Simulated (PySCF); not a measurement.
## TPSS on Fe²⁺ (iron, charge +2)

Configuration: [Ar] 3d5 4s1, high-spin 7S determinant (an excited configuration). All numbers are calculated (PySCF 2.14, the spin-free X2C one-electron Hamiltonian (Gaussian nucleus), in x2c-QZVPPall (11s7p5d4f2g, 103 functions)).

```json
{"Total energy": "-1271.626 hartree", "One-electron energy": "-1731.917 hartree", "Hartree (Coulomb) energy": "515.873 hartree", "Exchange-correlation energy": "-55.581 hartree", "⟨S²⟩": "12.0002", "⟨L²⟩": "0.000", "Sum of ⟨r⟩": "16.13 bohr", "Sum of ⟨r²⟩": "19.84 bohr²", "Langevin diamagnetic susceptibility": "-15.7 ×10⁻⁶ cm³/mol", "Time after the integrals": "of the order of 6 core-seconds"}
```

```tsv
shell	electrons	mean orbital energy (eV)	rms radius, mean of both spins (bohr)
1s α	1	-7032.8	0.0675
1s β	1	-7032.7	0.0675
2s α	1	-849.12	0.290
2s β	1	-846.69	0.290
2p α	3	-725.88	0.261
2p β	3	-723.90	0.261
3s α	1	-122.75	0.864
3s β	1	-116.49	0.864
3p α	3	-88.005	0.920
3p β	3	-81.744	0.920
3d α	5	-33.840	1.12
4s α	1	-23.170	2.52
```

Densities and radii are taken from the X2C orbitals without a picture-change correction, which distorts them close to the nucleus.
